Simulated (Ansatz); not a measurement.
Molecule: sum formula HBO (charge 0, singlet). 
Coordinates optimised at B3LYP-D3(BJ)/def2-TZVP (Ansatz, a program for electronic structure):
```xyz
3

B     -0.2509    -0.5836    -0.6006
O      0.0479     0.2685     0.3281
H      0.8717     0.7704     0.3784
```
Charge 0, spin multiplicity 1.

Wanted: vertical ionisation energy (to the doublet state of charge +1; each state is the SCF solution reached for its spin), in eV. Cores are frozen in the correlated levels unless marked. Open shells are spin-unrestricted. No spin-orbit coupling. Non-relativistic. Basis-set limits of correlation are two-point, X^-3; Hartree-Fock from the larger set.

```csv
level,program,vertical ionisation energy (eV)
PBE/def2-TZVPD,Ansatz,…
r2SCAN/def2-TZVPD,Ansatz,…
wB97M-V/def2-TZVPD,Ansatz,9.95
SCS-MP2/aug-cc-pVDZ,Ansatz,9.58
SCS-MP2/aug-cc-pVQZ,Ansatz,9.79
CCSD/def2-TZVPPD,Ansatz,9.86
CCSD/aug-cc-pVQZ,Ansatz,…
"CCSD(T)/CBS(aug-cc-pVTZ,aug-cc-pVQZ)",Ansatz,9.95
```

Problem. Complete the blanks.

Solution. 
- PBE/def2-TZVPD, vertical ionisation energy (eV): 9.69
- r2SCAN/def2-TZVPD, vertical ionisation energy (eV): 9.54
- CCSD/aug-cc-pVQZ, vertical ionisation energy (eV): 9.90
